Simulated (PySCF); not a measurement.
Compound: C5H10Si.
Atom-mapped SMILES: `[CH3:1][SiH:2]1[CH2:3][CH:4]=[CH:5][CH2:6]1` (hydrogens: H7, H8, H9 on C1; H10 on Si2; H11, H12 on C3; H13 on C4; H14 on C5; H15, H16 on C6)

Cartesian coordinates in Å at the GFN2-xTB level; atoms count from 1:
```
atom  x, y, z in Å
C1     2.2014    0.1496    0.6304
Si2    0.7527    0.0022   -0.5885
C3    -0.4438   -1.4273   -0.1679
C4    -1.7412   -0.7408    0.1404
C5    -1.8070    0.5765    0.0605
C6    -0.5827    1.3459   -0.3375
H7     1.8538    0.1971    1.6585
H8     2.8698   -0.7011    0.5442
H9     2.7832    1.0446    0.4348
H10    1.2452   -0.0577   -1.9741
H11   -0.1286   -2.0258    0.6889
H12   -0.5853   -2.1280   -0.9922
H13   -2.5898   -1.3488    0.4218
H14   -2.7134    1.1268    0.2722
H15   -0.7887    1.9227   -1.2405
H16   -0.3333    2.0731    0.4375
```

ESP-fitted charges (e) from the PBE0/pcSseg-1 density (PySCF), one withheld:

```json
{"atom": "C1", "bonded to": "Si2 H7 H8 H9", "charge": "-0.6906"}
{"atom": "Si2", "bonded to": "C1 C3 C6 H10", "charge": "?"}
{"atom": "C3", "bonded to": "Si2 C4 H11 H12", "charge": "-0.1673"}
{"atom": "C4", "bonded to": "C3 C5 H13", "charge": "-0.2118"}
{"atom": "C5", "bonded to": "C4 C6 H14", "charge": "-0.1751"}
{"atom": "C6", "bonded to": "C5 Si2 H15 H16", "charge": "-0.1546"}
{"atom": "H7", "bonded to": "C1", "charge": "+0.1799"}
{"atom": "H8", "bonded to": "C1", "charge": "+0.1658"}
{"atom": "H9", "bonded to": "C1", "charge": "+0.1650"}
{"atom": "H10", "bonded to": "Si2", "charge": "-0.1443"}
{"atom": "H11", "bonded to": "C3", "charge": "+0.0720"}
{"atom": "H12", "bonded to": "C3", "charge": "+0.0568"}
{"atom": "H13", "bonded to": "C4", "charge": "+0.1252"}
{"atom": "H14", "bonded to": "C5", "charge": "+0.1146"}
{"atom": "H15", "bonded to": "C6", "charge": "+0.0496"}
{"atom": "H16", "bonded to": "C6", "charge": "+0.0650"}
```

(1) What is the charge on Si2?

(2) Add each hydrogen's charge to the atom that carries it.

(3) Across which bond do the charges differ most?

(4) Take the bonds between elements whose Pauling electronegativities differ by more than 0.25. In how many does the more electronegative atom carry the lower charge?

(5) How much positive and how much negative charge does this set hold in all?

Answers

(1) The charges add up to the total charge, 0. The others sum to -0.5498, which leaves +0.5498 e for Si2 (SiH silicon); the computed value is +0.5499, the difference coming from rounding.

(2) C1 -0.1799, Si2 +0.4056, C3 -0.0385, C4 -0.0866, C5 -0.0605, C6 -0.0400.

(3) Si2–C1: +0.5499 on Si2 against -0.6906 on C1, a difference of 1.2405 e. The lower charge is on the more electronegative element of the two (Pauling values: C 2.55, Si 1.90).

(4) In 13 of 13.

(5) +1.5438 e on 10 atoms and -1.5437 e on 6.

The ESP scheme is a least-squares fit of atom-centred charges to the potential on four shells outside the van der Waals surface, with the total charge fixed. Isolated species at its GFN2-xTB geometry, gas phase.
